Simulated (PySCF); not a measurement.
Several orderings of computed values.

Species are written as SMILES; each is one conformer at its optimised geometry, gas phase, non-relativistic unless stated; the electronic structure was computed with PySCF and density fitting.

Dipoles, sizes and rotational constants follow the conformer. The torsions of the flexible species, by atom-mapped SMILES:
- `[CH3:1][O:2][c:3]1[cH:4][o:5][c:6]([F:7])[cH:8]1`: C1–O2–C3–C4 180°
- `[F:1][C@@H:2]([CH2:3][Cl:4])[C@H:5]1[O:6][C@@H:7]1[F:8]`: F1–C2–C3–Cl4 -170°, F1–C2–C5–O6 -60°
- `[SiH3:1][CH2:2][S:3][CH2:4][O:5][SiH3:6]`: Si1–C2–S3–C4 -50°, C2–S3–C4–O5 74°, S3–C4–O5–Si6 77°
- `[CH3:1][O:2][SiH2:3][S:4][CH2:5][SiH3:6]`: C1–O2–Si3–S4 -56°, O2–Si3–S4–C5 -48°, Si3–S4–C5–Si6 -93°
- `[N:1]#[C:2][Si:3]([NH2:4])([C:5]#[N:6])[C:7]([F:8])([F:9])[F:10]`: C2–Si3–C7–F8 -48°, H–N4–Si3–C2 -93°, H–N4–Si3–C2 67°
- `[SiH3:1][O:2][CH2:3][CH2:4][SiH2:5][SH:6]`: Si1–O2–C3–C4 -168°, O2–C3–C4–Si5 -42°, C3–C4–Si5–S6 -55°, H–S6–Si5–C4 -169°
- `[CH3:1][O:2]/[C:3](=[CH:4]/[Cl:5])[CH:6]([F:7])[F:8]`: C1–O2–C3–C4 0°, O2–C3–C6–F7 55°

Question: Rank by HOMO energy, lowest first (PBE0/def2-SVPD at GFN2-xTB geometries).
A. `S(CO[SiH3])C[SiH3]`
B. `N#C[Si](N)(C#N)C(F)(F)F`
C. `c1c(occ1OC)F`
D. `CO[SiH2]SC[SiH3]`
E. `F[C@@H](CCl)[C@H]1O[C@@H]1F`

Answer: B (-9.43 eV), E (-8.80 eV), D (-6.83 eV), A (-6.58 eV), C (-6.23 eV).

Question: Rank by dipole moment, lowest first (PBE0/def2-SVPD at GFN2-xTB geometries).
A. `[SiH3]CSCO[SiH3]`
B. `[SiH3]OCC[SiH2]S`
C. `F[C@@H](CCl)[C@H]1O[C@@H]1F`
D. `COC1=COC(F)=C1`
E. `N#C[Si](N)(C#N)C(F)(F)F`

Answer: A (0.63 D), B (1.47 D), C (1.85 D), D (2.37 D), E (4.49 D).

By how much do the two ends of that ranking differ?

By 3.86 D, between `N#C[Si](N)(C#N)C(F)(F)F` and `[SiH3]CSCO[SiH3]`.

Question: Rank by HOMO–LUMO gap, highest first (PBE0/def2-SVPD at GFN2-xTB geometries).
A. `CO[SiH2]SC[SiH3]`
B. `N#C[Si](N)(C#N)C(F)(F)F`
C. `[SiH3]CSCO[SiH3]`
D. `COC1=COC(F)=C1`
E. `F[C@@H](CCl)[C@H]1O[C@@H]1F`
F. `[SiH3]OCC[SiH2]S`

Answer: E (8.82 eV), B (7.20 eV), F (7.10 eV), A (6.75 eV), C (6.61 eV), D (6.48 eV).

Question: Rank by smallest rotational constant, highest first (GFN2-xTB).
A. `[SiH3]CSCO[SiH3]`
B. `N#C[Si](N)(C#N)C(F)(F)F`
C. `COc1coc(F)c1`
D. `CO/C(=C/Cl)C(F)F`

Answer: C (1.089 GHz), A (0.957 GHz), D (0.885 GHz), B (0.805 GHz).

By how much do the two ends of that ranking differ?

By 0.284 GHz, between `COc1coc(F)c1` and `N#C[Si](N)(C#N)C(F)(F)F`.

Question: Rank by electronic spatial extent ⟨r²⟩ about the centre of nuclear charge, lowest first (PBE0/def2-SVPD at GFN2-xTB geometries).
A. `COc1coc(F)c1`
B. `N#C[Si](N)(C#N)C(F)(F)F`
C. `[SiH3]OCC[SiH2]S`
D. `[SiH3]CSCO[SiH3]`
E. `F[C@@H](CCl)[C@H]1O[C@@H]1F`

Answer: A (994 bohr²), D (1289 bohr²), E (1345 bohr²), C (1428 bohr²), B (1536 bohr²).

By how much do the two ends of that ranking differ?

By 542 bohr², between `N#C[Si](N)(C#N)C(F)(F)F` and `COc1coc(F)c1`.

Question: Rank by lowest triplet excitation (Tamm–Dancoff), highest first (TDA PBE0/def2-SVPD at GFN2-xTB geometries).
A. `N#C[Si](N)(C#N)C(F)(F)F`
B. `F[C@@H](CCl)[C@H]1O[C@@H]1F`
C. `[SiH3]OCC[SiH2]S`
D. `[SiH3]CS[SiH2]OC`
E. `COc1coc(F)c1`

Answer: B (6.68 eV), C (5.58 eV), A (5.46 eV), D (4.97 eV), E (3.81 eV).

Give the two extremes of that set in kJ/mol.

`COc1coc(F)c1`: 367 kJ/mol; `F[C@@H](CCl)[C@H]1O[C@@H]1F`: 645 kJ/mol.
